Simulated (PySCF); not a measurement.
`C=Nc1ccn([SiH2]Cl)c1`: 4 charge schemes on one density

Compound: C₅H₇ClN₂Si.
Numbering: `[CH2:1]=[N:2][c:3]1[cH:4][cH:5][n:6]([SiH2:7][Cl:8])[cH:9]1` (hydrogens: H10, H11 on C1; H12 on C4; H13 on C5; H14, H15 on Si7; H16 on C9)

Structure used (GFN2-xTB), in Å, numbered top down from 1:
```
atom  x, y, z in Å
C1    -3.2648   -0.7305    0.3788
N2    -2.0927   -1.1875    0.3087
C3    -0.9956   -0.3874    0.0854
C4    -0.8998    0.9831   -0.3213
C5     0.4210    1.2689   -0.4150
N6     1.1687    0.1622   -0.0817
Si7    2.9148    0.0895   -0.1431
Cl8    3.4863   -1.5337    0.8707
C9     0.2925   -0.8451    0.2108
H10   -3.5430    0.3239    0.2965
H11   -4.0679   -1.4346    0.5405
H12   -1.7117    1.6525   -0.5258
H13    0.9112    2.1812   -0.6929
H14    3.3329   -0.0203   -1.5379
H15    3.4061    1.3012    0.5034
H16    0.6344   -1.8144    0.5116
```

Density: PBE0/pcSseg-1 (PySCF); schemes: Mulliken, IAO, Hirshfeld and ESP-fitted. Isolated species at its GFN2-xTB geometry (one conformer only).

Question: Give the atomic charges in each scheme.

Answer: In e:

| atom | environment | Mulliken | IAO | Hirshfeld | ESP-fitted |
| --- | --- | --- | --- | --- | --- |
| C1 | imine carbon | 0.000 | -0.137 | -0.010 | +0.113 |
| N2 | imine nitrogen | -0.417 | -0.241 | -0.149 | -0.572 |
| C3 | aromatic carbon bearing nitrogen | -0.027 | +0.039 | -0.003 | +0.627 |
| C4 | aromatic CH carbon | -0.139 | -0.239 | -0.096 | -0.441 |
| C5 | aromatic CH next to a ring nitrogen | +0.168 | -0.106 | -0.032 | -0.307 |
| N6 | pyrrole-type nitrogen | -0.707 | -0.363 | -0.112 | +0.142 |
| Si7 | chlorine-bound silicon | +0.815 | +0.943 | +0.407 | +0.363 |
| Cl8 | silicon-bound chlorine | -0.290 | -0.282 | -0.079 | -0.135 |
| C9 | aromatic CH next to a ring nitrogen | +0.242 | -0.096 | -0.030 | -0.506 |
| H10 | hydrogen on a C=N carbon | +0.088 | +0.104 | +0.040 | +0.033 |
| H11 | hydrogen on a C=N carbon | +0.113 | +0.152 | +0.048 | +0.088 |
| H12 | aromatic hydrogen | +0.085 | +0.158 | +0.050 | +0.236 |
| H13 | aromatic hydrogen | +0.099 | +0.154 | +0.053 | +0.222 |
| H14 | Si–H hydrogen | -0.064 | -0.130 | -0.068 | -0.042 |
| H15 | Si–H hydrogen | -0.079 | -0.126 | -0.066 | -0.050 |
| H16 | aromatic hydrogen | +0.111 | +0.170 | +0.045 | +0.230 |

Mean size of the charges over all atoms: ESP-fitted 0.257 e, Mulliken 0.215 e, IAO 0.215 e, Hirshfeld 0.080 e. Each set sums to the total charge, 0, to within 0.001 e. The Hirshfeld scheme divides the density at each point in proportion to the densities of the neutral, spherically averaged free atoms.

Lowest charge. The schemes don't all agree: Mulliken N6 (-0.707); IAO N6 (-0.363); Hirshfeld N2 (-0.149); ESP-fitted N2 (-0.572).

Highest charge. The schemes don't all agree: Mulliken Si7 (+0.815); IAO Si7 (+0.943); Hirshfeld Si7 (+0.407); ESP-fitted C3 (+0.627).

Question: How many electrons does the ESP-fitted scheme count on N6?

Answer: Z − q = 7 − (+0.142) = 6.858.

Question: Sum the charges by element, for elements with more than one atom.

Answer: 
```
element  atoms  Mulliken     IAO  Hirshfeld  ESP-fitted
      C      5    +0.245  -0.539     -0.171      -0.514
      N      2    -1.123  -0.605     -0.261      -0.430
      H      7    +0.354  +0.483     +0.103      +0.716
```

Question: How closely do the schemes follow one another over all atoms?

Answer: Correlation coefficient and root-mean-square difference: IAO with Hirshfeld 0.98, 0.178 e; Mulliken with IAO 0.87, 0.160 e; Mulliken with Hirshfeld 0.86, 0.219 e; Hirshfeld with ESP-fitted 0.54, 0.272 e; IAO with ESP-fitted 0.53, 0.298 e; Mulliken with ESP-fitted 0.27, 0.383 e.
